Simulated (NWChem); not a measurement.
Program: NWChem. System: boron monoxide dimer (B2O2), charge 0, spin multiplicity 1, at a geometry optimised with PBE0/def2-SVP. Level: B2PLYP/cc-pVTZ, 4 core orbitals frozen.

Input file:

```
start mol
memory heap 200 mb stack 900 mb global 1100 mb
geometry units angstroms nocenter noautoz
  O      0.000000     0.000000    -2.025437
  B      0.000000     0.000000    -0.826223
  B      0.000000     0.000000     0.826223
  O      0.000000     0.000000     2.025437
  symmetry group D2h
end
basis spherical
  * library cc-pvtz
end
dft
  xc hfexch 0.53 becke88 0.47 lyp 0.73 mp2 0.27
  dftmp2
  semidirect memsize 60000000 filesize 0
  iterations 100
end
mp2
  freeze core 4
end
task dft energy
```

Output (cleaned and shortened):

```
             Northwest Computational Chemistry Package (NWChem) 7.3.0
             --------------------------------------------------------

                                NWChem Input Module
                                -------------------

 Scaling coordinates for geometry "geometry" by  1.889725989
 (inverse scale =  0.529177249)

 Turning off AUTOSYM since
 SYMMETRY directive was detected!

                             Geometry "geometry" -> ""
                             -------------------------

 Output coordinates in angstroms (scale by  1.889725989 to convert to a.u.)

  No.       Tag          Charge          X              Y              Z
 ---- ---------------- ---------- -------------- -------------- --------------
    1 O                    8.0000     0.00000000     0.00000000    -2.02543700
    2 B                    5.0000     0.00000000     0.00000000    -0.82622300
    3 B                    5.0000     0.00000000     0.00000000     0.82622300
    4 O                    8.0000     0.00000000     0.00000000     2.02543700

 Effective nuclear repulsion energy (a.u.)      66.5135290029

            Nuclear Dipole moment (a.u.)
            ----------------------------
        X                 Y               Z
 ---------------- ---------------- ----------------
     0.0000000000     0.0000000000    -0.0000000000

      Symmetry information
      --------------------

 Group name             D2h
 Group number             26
 Group order               8
 No. of unique centers     2

      Symmetry unique atoms

     1    2


 Summary of "ao basis" -> "" (spherical)
 ------------------------------------------------------------------------------
       Tag                 Description            Shells   Functions and Types
 ---------------- ------------------------------  ------  ---------------------
 *                          cc-pvtz                   on all atoms

  dft_input: which_mp2 not specified, using semidirect MP2 by default.

                                 NWChem DFT Module
                                 -----------------

 Summary of "ao basis" -> "ao basis" (spherical)
 ------------------------------------------------------------------------------
       Tag                 Description            Shells   Functions and Types
 ---------------- ------------------------------  ------  ---------------------
 O                          cc-pvtz                 10       30   4s3p2d1f
 B                          cc-pvtz                 10       30   4s3p2d1f

 Summary of "ao basis" -> "ao basis" (spherical)
 ------------------------------------------------------------------------------
       Tag                 Description            Shells   Functions and Types
 ---------------- ------------------------------  ------  ---------------------
 O                          cc-pvtz                 10       30   4s3p2d1f
 B                          cc-pvtz                 10       30   4s3p2d1f

      Symmetry analysis of basis
      --------------------------

        ag         26
        au          6
        b1g         6
        b1u        26
        b2g        14
        b2u        14
        b3g        14
        b3u        14

            General Information
            -------------------
          SCF calculation type: DFT
          Wavefunction type:  closed shell.
          No. of atoms     :     4
          No. of electrons :    26
           Alpha electrons :    13
            Beta electrons :    13
          Charge           :     0
          Spin multiplicity:     1
          Use of symmetry is: on ; symmetry adaption is: on
          Maximum number of iterations: 100
          AO basis - number of functions:   120
                     number of shells:    40
          Convergence on energy requested:  1.00D-06
          Convergence on density requested:  1.00D-05
          Convergence on gradient requested:  5.00D-04

              XC Information
              --------------
                     Hartree-Fock (Exact) Exchange  0.530
                    Becke 1988 Exchange Functional  0.470
              Lee-Yang-Parr Correlation Functional  0.730

             Grid Information
             ----------------
          Grid used for XC integration:  medium
          Radial quadrature: Mura-Knowles
          Angular quadrature: Lebedev.
          Tag              B.-S. Rad. Rad. Pts. Rad. Cut. Ang. Pts.
          ---              ---------- --------- --------- ---------
          O                   0.60       49          10.0       434
          B                   0.85       49           8.0       434
          Grid pruning is: on
          Number of quadrature shells:    98
          Spatial weights used:  Erf1

          Convergence Information
          -----------------------
          Convergence aids based upon iterative change in
          total energy or number of iterations.
          Levelshifting, if invoked, occurs when the
          HOMO/LUMO gap drops below (HL_TOL):  1.00D-02
          DIIS, if invoked, will attempt to extrapolate
          using up to (NFOCK): 10 stored Fock matrices.

                    Damping( 0%)  Levelshifting(0.5)       DIIS
                  --------------- ------------------- ---------------
          dE  on:    start            ASAP                start
          dE off:    2 iters        100 iters           100 iters

      Screening Tolerance Information
      -------------------------------
          Density screening/tol_rho:  1.00D-10
          AO Gaussian exp screening on grid/accAOfunc:  14
          CD Gaussian exp screening on grid/accCDfunc:  20
[...]
  Symmetry fudging

 !! scf_movecs_sym_adapt:   34 vectors were symmetry contaminated

 d= 0,ls=0.0,diis     3   -199.7298947747 -1.80D-01  6.41D-03  2.45D+00     2.6

 !! scf_movecs_sym_adapt:   18 vectors were symmetry contaminated

  Symmetry fudging

 !! scf_movecs_sym_adapt:   10 vectors were symmetry contaminated

 d= 0,ls=0.0,diis     4   -199.9531241683 -2.23D-01  1.63D-03  1.39D-01     2.7

 !! scf_movecs_sym_adapt:   18 vectors were symmetry contaminated

  Symmetry fudging

 !! scf_movecs_sym_adapt:    8 vectors were symmetry contaminated

 d= 0,ls=0.0,diis     5   -199.9635514759 -1.04D-02  1.90D-04  1.27D-03     2.8

 !! scf_movecs_sym_adapt:   28 vectors were symmetry contaminated

  Symmetry fudging

 !! scf_movecs_sym_adapt:    8 vectors were symmetry contaminated

  Resetting Diis
 d= 0,ls=0.0,diis     6   -199.9637120452 -1.61D-04  7.40D-05  8.75D-05     2.9

 !! scf_movecs_sym_adapt:   36 vectors were symmetry contaminated

  Symmetry fudging

 !! scf_movecs_sym_adapt:    8 vectors were symmetry contaminated

 d= 0,ls=0.0,diis     7   -199.9637241423 -1.21D-05  1.15D-05  9.98D-07     3.0

 !! scf_movecs_sym_adapt:   30 vectors were symmetry contaminated

  Symmetry fudging

 !! scf_movecs_sym_adapt:   14 vectors were symmetry contaminated

 d= 0,ls=0.0,diis     8   -199.9637243517 -2.09D-07  5.75D-06  3.33D-07     3.1

         Total DFT energy =     -199.963724351713
      One electron energy =     -404.662231105603
           Coulomb energy =      163.138032305779
    Exchange-Corr. energy =      -24.953054554802
 Nuclear repulsion energy =       66.513529002913

 Numeric. integr. density =       25.999998790059

     Total iterative time =      2.3s

                  Occupations of the irreducible representations
                  ----------------------------------------------

                     irrep           alpha         beta
                     --------     --------     --------
                     ag                5.0          5.0
                     au                0.0          0.0
                     b1g               0.0          0.0
                     b1u               4.0          4.0
                     b2g               1.0          1.0
                     b2u               1.0          1.0
                     b3g               1.0          1.0
                     b3u               1.0          1.0

                       DFT Final Molecular Orbital Analysis
                       ------------------------------------

 Vector   11  Occ=2.000000D+00  E=-4.746068D-01  Symmetry=b2u
              MO Center=  2.9D-31, -2.1D-15, -2.3D-16, r^2= 3.8D+00
   Bfn.  Coefficient  Atom+Function         Bfn.  Coefficient  Atom+Function
  ----- ------------  ---------------      ----- ------------  ---------------
     9      0.260430  1 O  py                99      0.260430  4 O  py
     6      0.214507  1 O  py                96      0.214507  4 O  py
    12      0.177707  1 O  py               102      0.177707  4 O  py
    39      0.146893  2 B  py                69      0.146893  3 B  py
    36      0.127501  2 B  py                66      0.127501  3 B  py

 Vector   12  Occ=2.000000D+00  E=-4.528799D-01  Symmetry=b2g
              MO Center=  4.6D-20,  2.5D-31,  9.8D-17, r^2= 4.1D+00
   Bfn.  Coefficient  Atom+Function         Bfn.  Coefficient  Atom+Function
  ----- ------------  ---------------      ----- ------------  ---------------
     8      0.280968  1 O  px                98     -0.280968  4 O  px
     5      0.230573  1 O  px                95     -0.230573  4 O  px
    11      0.194563  1 O  px               101     -0.194563  4 O  px
    38      0.123933  2 B  px                68     -0.123933  3 B  px
    35      0.108809  2 B  px                65     -0.108809  3 B  px

 Vector   13  Occ=2.000000D+00  E=-4.528799D-01  Symmetry=b3g
              MO Center= -3.5D-31, -3.6D-19, -3.1D-17, r^2= 4.1D+00
   Bfn.  Coefficient  Atom+Function         Bfn.  Coefficient  Atom+Function
  ----- ------------  ---------------      ----- ------------  ---------------
     9      0.280968  1 O  py                99     -0.280968  4 O  py
     6      0.230573  1 O  py                96     -0.230573  4 O  py
    12      0.194563  1 O  py               102     -0.194563  4 O  py
    39      0.123933  2 B  py                69     -0.123933  3 B  py
    36      0.108809  2 B  py                66     -0.108809  3 B  py

 Vector   14  Occ=0.000000D+00  E=-4.097108D-02  Symmetry=b3u
              MO Center=  1.7D-16, -1.8D-32,  2.5D-16, r^2= 3.0D+00
   Bfn.  Coefficient  Atom+Function         Bfn.  Coefficient  Atom+Function
  ----- ------------  ---------------      ----- ------------  ---------------
    41      0.273173  2 B  px                71      0.273173  3 B  px
    38      0.247220  2 B  px                68      0.247220  3 B  px
    11     -0.241512  1 O  px               101     -0.241512  4 O  px
     8     -0.174039  1 O  px                98     -0.174039  4 O  px
    35      0.151586  2 B  px                65      0.151586  3 B  px

 Vector   15  Occ=0.000000D+00  E=-4.097108D-02  Symmetry=b2u
              MO Center= -1.2D-31,  1.1D-15,  6.3D-17, r^2= 3.0D+00
   Bfn.  Coefficient  Atom+Function         Bfn.  Coefficient  Atom+Function
  ----- ------------  ---------------      ----- ------------  ---------------
    42      0.273173  2 B  py                72      0.273173  3 B  py
    39      0.247220  2 B  py                69      0.247220  3 B  py
    12     -0.241512  1 O  py               102     -0.241512  4 O  py
     9     -0.174039  1 O  py                99     -0.174039  4 O  py
    36      0.151586  2 B  py                66      0.151586  3 B  py

 Vector   16  Occ=0.000000D+00  E= 8.095183D-02  Symmetry=b1u
              MO Center= -1.5D-31, -9.0D-33,  9.0D-16, r^2= 5.6D+00
   Bfn.  Coefficient  Atom+Function         Bfn.  Coefficient  Atom+Function
  ----- ------------  ---------------      ----- ------------  ---------------
    43      1.102731  2 B  pz                73      1.102731  3 B  pz
    34      0.583391  2 B  s                 64     -0.583391  3 B  s
     4      0.392645  1 O  s                 94     -0.392645  4 O  s
    32     -0.188215  2 B  s                 62      0.188215  3 B  s
    40     -0.138340  2 B  pz                70     -0.138340  3 B  pz

 center of mass
 --------------
 x =   0.00000000 y =   0.00000000 z =  -0.00000000

 moments of inertia (a.u.)
 ------------------
         522.324462642274           0.000000000000           0.000000000000
           0.000000000000         522.324462642274           0.000000000000
           0.000000000000           0.000000000000           0.000000000000

     Multipole analysis of the density
     ---------------------------------

     L   x y z        total         alpha         beta         nuclear
     -   - - -        -----         -----         ----         -------
     0   0 0 0     -0.000000    -13.000000    -13.000000     26.000000

     1   1 0 0     -0.000000     -0.000000     -0.000000      0.000000
     1   0 1 0     -0.000000     -0.000000     -0.000000      0.000000
     1   0 0 1      0.000000      0.000000      0.000000     -0.000000

     2   2 0 0    -14.778933     -7.389466     -7.389466      0.000000
     2   1 1 0     -0.000000     -0.000000     -0.000000      0.000000
     2   1 0 1      0.000000      0.000000      0.000000      0.000000
     2   0 2 0    -14.778933     -7.389466     -7.389466      0.000000
     2   0 1 1     -0.000000     -0.000000     -0.000000      0.000000
     2   0 0 2    -25.918144   -142.347240   -142.347240    258.776337

                   NWChem MP2 Semi-direct Energy/Gradient Module
                   ---------------------------------------------

  Basis functions       =    120
  Molecular orbitals    =    120
  Frozen core           =      4
  Frozen virtuals       =      0
  Active alpha occupied =      9
  Active beta occupied  =      9
  Active alpha virtual  =    107
  Active beta virtual   =    107
  Use MO symmetry       = T
  Use skeleton AO sym   = T

  AO/Fock/Back tols     =   1.0D-09  1.0D-09  1.0D-09

 GA uses MA = F    GA memory limited = T

 Available:
  local mem=  4.43D+07
 global mem=  1.44D+08
 local disk=  0.00D+00
  mp2_memr nvloc                   107
  nvloc new                   107
   1 passes of   9:        5242880                      77506                  22246686.
   1 passes of   9: M     44322736           G      144150400           F      39079856.

 Semi-direct pass number   1 of   1  for RHF alpha+beta  at        3.2s
  vrange nnbf                  6787
  mp2_eaftype                    84  avail_ma_in_mb                   386
 EAF : mp2_eaftype filesize          84   11123343.
  mp2_eaf for mointskh                     84
Node 0 wrote     52.3 Mb in      0.0 s     Agg I/O rate:  1406.9 Mb/s
 Done moints_semi at        7.7s
  mp2_eaftype                    84  avail_ma_in_mb                   386
 EAF : mp2_eaftype filesize          84   11123343.
  mp2_eaf for kh                    84
 Done maket at        7.8s
 Done multipass loop at        7.8s

          -------------------------------------------
          DFT energy                    -199.963724351713
          Unscaled MP2 energy             -0.796221033215
          Total DFT+MP2 energy          -200.178704030681
          -------------------------------------------

 -----------------------
 Performance information
 -----------------------

 Timer overhead =  1.99D-07 seconds/call

               Nr. of calls         CPU time (s)                 Wall time (s)                GFlops
             ---------------    -------------------     ------------------------------   -------------------
Name         Min   Avg   Max    Min     Avg     Max     Min     Avg     Max   Mx/calls   Min     Max     Sum
mp2: moin     1     1     1    4.5     4.5     4.5      4.5     4.5     4.5     4.5      0.0     0.0     0.0
mp2: make     1     1     1   0.19    0.19    0.19     0.19    0.19    0.19    0.19      0.0     0.0     0.0
mp2: tota     1     1     1    4.7     4.7     4.7      4.7     4.7     4.7     4.7      0.0     0.0     0.0

 The average no. of pstat calls per process was 3.00D+00
 with a timing overhead of 5.96D-07s

 Task  times  cpu:        7.8s     wall:        7.8s

 Total times  cpu:        7.9s     wall:        7.9s
```
